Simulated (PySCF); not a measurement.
# Xe: ionisation energy

Xe [Xe] (1S) → Xe⁺ [Kr] 4d10 5s2 5p5 (2P), as a difference of total energies. Computed with PySCF 2.14 in aug-cc-pwCVDZ-PP with ECP28MDF (6s5p4d1f, 48 functions), with a scalar-relativistic core potential. Correlated levels: valence and next inner shell: nothing frozen outside the core potential. The calculations carry no spin-orbit coupling.

```json
{"method": "UHF", "ionisation energy (eV)": "11.578"}
{"method": "MP2 (valence and next inner shell)", "ionisation energy (eV)": "12.353"}
{"method": "SCS-MP2 (valence and next inner shell)", "ionisation energy (eV)": "12.252"}
{"method": "CCSD (valence and next inner shell)", "ionisation energy (eV)": "12.182"}
{"method": "CCSD(T) (valence and next inner shell)", "ionisation energy (eV)": "12.210"}
```

Errors of the correlated levels include the incompleteness of this basis.

Q: Which method comes closest to the reference value, and which is furthest?

A: The reference is 12.565 eV (measured; NIST levels, between the centres of gravity of the two terms). Closest: MP2 (valence and next inner shell) (error -0.212 eV); furthest: UHF (error -0.987 eV).
